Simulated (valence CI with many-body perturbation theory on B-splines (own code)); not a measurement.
## E1 line list for Ga XIX

Level of theory: configuration interaction combined with many-body perturbation theory (CI+MBPT): three valence electrons over a frozen Dirac-Fock core [Ne], a basis of 11 s, 11 p, 9 d, 7 f, 5 g, 2 h, 1 i functions for each j, with the one-electron correlation potential Σ1 (screened to all orders), the two-electron term Σ2, the three-electron term Σ3, Breit, model QED; selected single and double excitations, second order for the rest (own B-spline code, finite nucleus).

No measured levels were compared; by estimate levels of excited configurations hold to 0.05 to 0.15 % of their energy, terms of the ground configuration to about 0.5 %.

Lines 51 to 100 of 267 in falling wavelength, among levels below 1533000 cm⁻¹, chosen from the strongest by gf and those to the six lowest levels. Wavelengths and rates use the calculated energies, so an error of 400 cm⁻¹ moves a line at 243.3 Å by 0.097 % and its rate by three times that or more. Electric multipoles are in the length gauge, E1 and E2 with the static RPA response of the core. Weak lines are less certain than strong ones. Lines between different terms over intervals too small for the method are left out, as are lines whose strength nearly cancels. The highest levels of a list are the least certain.

Names give the largest LS component (configuration and term), which can be under half, so a name can repeat, a term be missing and a line seem to break the LS rules; names also repeat where a configuration has a term twice. Letters in brackets count levels of one name in rising energy.

```tsv
λ vac (Å)	Upper	Lower	A (s⁻¹)	log gf	Branch %
243.3	3p³ ²P°_3/2	3s3p² ²S_1/2	2.56e+09	-1.04	9.7
237.1	3p²3d ⁴D_7/2	3s3p3d ⁴D°_5/2	1.58e+09	-0.97	5.2
236.7	3p²3d ⁴F_7/2	3s3p3d ⁴F°_9/2	6.29e+09	-0.37	24.5
236.4	3p²3d ⁴D_7/2	3s3p3d ⁴D°_7/2	3.78e+09	-0.60	12.6
235.0	3s3p² ²D_3/2	3s²3p ²P°_1/2	5.08e+09	-0.77	100.0
233.8	3p²3d ⁴F_5/2	3s3p3d ⁴F°_7/2	7.66e+09	-0.42	29.7
232.9	3p²3d ⁴F_3/2	3s3p3d ⁴F°_5/2	6.96e+09	-0.64	27.7
230.6	3p²3d ²F_7/2 [a]	3s3p3d ⁴F°_7/2	1.93e+09	-0.91	14.4
229.0	3p²3d ⁴F_9/2	3s3p3d ⁴F°_9/2	1.45e+10	0.06	60.7
227.7	3p²3d ⁴F_3/2	3s3p3d ⁴F°_3/2	1.00e+10	-0.51	39.9
226.7	3p²3d ⁴P_5/2	3s3p3d ⁴D°_7/2	9.52e+09	-0.36	12.3
225.9	3p²3d ⁴F_5/2	3s3p3d ⁴F°_5/2	7.62e+09	-0.46	29.5
225.9	3p³ ²D°_3/2	3s3p² ⁴P_5/2	5.05e+09	-0.81	34.7
225.2	3p²3d ²G_9/2	3s3p3d ⁴D°_7/2	1.12e+09	-1.07	8.0
224.5	3p²3d ⁴F_7/2	3s3p3d ⁴F°_7/2	8.16e+09	-0.31	31.8
223.9	3p²3d ⁴P_3/2 [a]	3s3p3d ⁴D°_5/2	8.81e+09	-0.58	11.2
221.2	3p²3d ²D_5/2 [a]	3s3p3d ²D°_5/2 [a]	3.95e+09	-0.76	5.2
221.0	3p²3d ⁴F_5/2	3s3p3d ⁴F°_3/2	2.80e+09	-0.91	10.8
221.0	3s3p3d ⁴F°_3/2	3s3p² ²D_3/2	4.87e+08	-1.85	35.6
220.4	3p²3d ⁴P_3/2 [b]	3s3p3d ²D°_3/2 [a]	3.85e+09	-0.95	4.6
220.3	3p²3d ²D_5/2 [a]	3s3p3d ²D°_3/2 [a]	2.32e+09	-0.99	3.1
220.0	3p²3d ⁴D_7/2	3s3p3d ⁴P°_5/2	4.17e+09	-0.62	13.9
219.8	3s3p² ²S_1/2	3s²3p ²P°_3/2	1.72e+07	-3.60	0.0
218.3	3p²3d ²D_3/2	3s3p3d ²F°_5/2 [a]	9.40e+09	-0.57	23.1
217.7	3p³ ²D°_5/2	3s3p² ⁴P_5/2	5.19e+08	-1.66	7.8
217.6	3p²3d ⁴F_9/2	3s3p3d ⁴F°_7/2	3.79e+09	-0.57	15.8
217.5	3p²3d ⁴P_1/2	3s3p3d ⁴P°_3/2	1.46e+10	-0.68	14.8
217.4	3p²3d ⁴P_1/2	3s3p3d ⁴P°_1/2	6.60e+09	-1.03	6.7
217.2	3p²3d ⁴F_7/2	3s3p3d ⁴F°_5/2	3.39e+09	-0.72	13.2
216.2	3s3p3d ⁴F°_5/2	3s3p² ²D_3/2	1.88e+07	-3.10	1.3
215.6	3p³ ²D°_3/2	3s3p² ⁴P_3/2	1.89e+09	-1.28	13.0
214.1	3p²3d ²F_7/2 [b]	3s3p3d ²F°_7/2 [a]	1.51e+10	-0.08	16.7
214.0	3p²3d ²D_5/2 [b]	3s3p3d ²F°_7/2 [a]	1.98e+10	-0.09	49.4
213.7	3p³ ⁴S°_3/2	3s3p² ⁴P_5/2	1.88e+10	-0.29	41.6
213.6	3s3p3d ²F°_7/2 [b]	3s²3d ²D_5/2	3.55e+10	0.29	49.9
213.6	3p²3d ⁴P_3/2 [b]	3s3p3d ⁴P°_3/2	3.12e+09	-1.07	3.8
213.5	3p²3d ⁴P_5/2	3s3p3d ⁴D°_3/2	3.30e+09	-0.87	4.3
213.0	3p²3d ⁴P_3/2 [b]	3s3p3d ⁴D°_5/2	7.68e+09	-0.68	9.3
213.0	3p²3d ²D_5/2 [a]	3s3p3d ⁴D°_5/2	3.42e+09	-0.85	4.5
212.4	3p²3d ²D_5/2 [a]	3s3p3d ⁴D°_7/2	8.43e+09	-0.47	11.1
212.3	3p²3d ⁴D_5/2	3s3p3d ⁴F°_7/2	9.63e+09	-0.41	28.9
212.2	3p²3d ⁴D_7/2	3s3p3d ⁴F°_9/2	9.30e+09	-0.30	30.9
212.1	3p²3d ²P_3/2 [a]	3s3p3d ⁴F°_3/2	4.62e+09	-0.90	13.5
212.0	3p³ ²P°_1/2	3s3p² ²D_3/2	2.02e+10	-0.57	75.2
211.6	3p²3d ⁴P_5/2	3s3p3d ⁴P°_5/2	8.80e+09	-0.45	11.3
210.4	3p²3d ⁴P_3/2 [a]	3s3p3d ⁴D°_3/2	4.96e+09	-0.88	6.3
209.5	3p³ ²P°_3/2	3s3p² ²D_5/2	1.45e+10	-0.42	54.9
209.0	3p²3d ⁴D_1/2	3s3p3d ⁴F°_3/2	1.72e+10	-0.65	53.3
208.5	3s3p3d ²F°_5/2 [b]	3s²3d ²D_3/2	3.74e+10	0.17	48.1
208.2	3p³ ²D°_5/2	3s3p² ⁴P_3/2	1.59e+07	-3.21	0.2
```

How does gf follow from A for the line at 214.0 Å?

gf = 1.4992 × (2J+1)_upper × A / σ², with σ = 467257 cm⁻¹ and 2J+1 = 6: gf = 0.816.
